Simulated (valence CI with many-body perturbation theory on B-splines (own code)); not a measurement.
From CI to CI+MBPT in Ba⁴³⁺

Calculated by relativistic CI+MBPT: three valence electrons over a frozen Dirac-Fock core [Ne], a basis of 11 s, 11 p, 9 d, 7 f, 5 g, 2 h, 1 i functions for each j, with the one-electron correlation potential Σ1 (screened to all orders), the two-electron term Σ2, the three-electron term Σ3, Breit, model QED; selected single and double excitations, second order for the rest (own B-spline code, finite nucleus).

The last digits are not significant, and no measured levels were compared; by estimate large intervals hold to a few tenths of a per cent, small ones and those within an open d or f shell to about a per cent.

Each rung adds one term. CI alone is the Dirac-Coulomb CI over the frozen core; QED comes last and gives the full result, which names the levels. Energies are above (3s^2 3p1/2) J=1/2 on the same rung, in Ry.

Levels are named by their leading jj configuration (3d3/2^4 stands for four electrons in 3d with j = 3/2), which in mixed levels can hold well under half, so a name can repeat and another be missing. Letters in brackets count levels of one name in rising energy.

| Level | CI alone | + Σ1 | + Σ2 | + Σ3 | + Breit | Full |
| --- | --- | --- | --- | --- | --- | --- |
| (3s^2 3p3/2) J=3/2 | 7.275 | 7.281 | 7.285 | 7.285 | 7.183 | 7.194 |
| (3s 3p1/2^2) J=1/2 | 7.926 | 7.909 | 7.911 | 7.911 | 8.017 | 7.896 |
| (3s 3p1/2 3p3/2) J=3/2 [a] | 13.805 | 13.795 | 13.813 | 13.815 | 13.820 | 13.712 |
| (3s 3p1/2 3p3/2) J=5/2 | 14.707 | 14.697 | 14.707 | 14.709 | 14.689 | 14.582 |
| (3s 3p1/2 3p3/2) J=3/2 [b] | 15.895 | 15.885 | 15.882 | 15.883 | 15.860 | 15.764 |
| (3s 3p1/2 3p3/2) J=1/2 | 16.504 | 16.494 | 16.462 | 16.462 | 16.472 | 16.360 |
| (3s^2 3d3/2) J=3/2 | 19.347 | 19.338 | 19.298 | 19.296 | 19.173 | 19.150 |
| (3s^2 3d5/2) J=5/2 | 20.217 | 20.215 | 20.211 | 20.211 | 20.033 | 20.006 |
| (3s 3p3/2^2) J=5/2 | 22.328 | 22.324 | 22.308 | 22.307 | 22.181 | 22.105 |
| (3s 3p3/2^2) J=1/2 | 23.795 | 23.791 | 23.779 | 23.778 | 23.690 | 23.592 |
| (3p1/2^2 3p3/2) J=3/2 | 23.936 | 23.909 | 23.897 | 23.899 | 23.976 | 23.768 |
| (3s 3p3/2^2) J=3/2 | 24.199 | 24.196 | 24.161 | 24.161 | 24.059 | 23.961 |
| (3s 3p1/2 3d3/2) J=3/2 [a] | 24.983 | 24.958 | 24.957 | 24.957 | 24.931 | 24.796 |
| (3s 3p1/2 3d3/2) J=5/2 | 25.612 | 25.587 | 25.584 | 25.585 | 25.531 | 25.404 |
| (3s 3p1/2 3d3/2) J=1/2 | 26.960 | 26.935 | 26.904 | 26.902 | 26.870 | 26.745 |
| (3s 3p1/2 3d3/2) J=3/2 [b] | 27.086 | 27.062 | 27.032 | 27.030 | 26.987 | 26.859 |
| (3s 3p1/2 3d5/2) J=5/2 [a] | 27.384 | 27.365 | 27.353 | 27.352 | 27.260 | 27.137 |
| (3s 3p1/2 3d5/2) J=7/2 | 27.917 | 27.899 | 27.886 | 27.886 | 27.765 | 27.644 |
| (3s 3p1/2 3d5/2) J=5/2 [b] | 28.483 | 28.463 | 28.447 | 28.445 | 28.348 | 28.220 |

Task: How does the ionisation energy move along the ladder, and which term matters most?

Result: CI alone 3366.8, + Σ1 3367.8, + Σ2 3367.7, + Σ3 3367.6, + Breit 3364.1, + QED 3364.1 eV. The largest step is Breit, -3.6 eV. NIST lists 3363 ± 4 eV (theoretical).
